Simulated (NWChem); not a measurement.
H₂GeO in NWChem

```xyz
4

Ge     0.2474     0.3120     0.0000
H      1.4793    -0.7714     0.0000
O     -1.0813    -0.9217     0.0000
H     -0.7446    -1.8380     0.0000
```
Charge 0, spin multiplicity 1.

Everything below was run with NWChem. Structure: optimised with PBE/def2-SVP, a minimum by its harmonic frequencies. It is one conformer; others weren't searched.

Symmetry labels belong to the abelian group Cs used in the runs, with the axes of the coordinates shown.

The Hamiltonian is non-relativistic. B3LYP has NWChem's definition, with VWN1-RPA local correlation. The structure started from a generated list of species.

**Question.** List the lowest 4 singlet excitations that TD-B3LYP/def2-SVPD, VWN1-RPA local correlation gives, with oscillator strengths.

**Answer.** 
| state | symmetry | energy (eV) | wavelength (nm) | f |
|---|---|---|---|---|
| 1 | a" | 3.28 | 378 | 0.015 |
| 2 | a" | 5.39 | 230 | 0.016 |
| 3 | a' | 5.54 | 224 | 0.045 |
| 4 | a' | 6.12 | 203 | 0.034 |
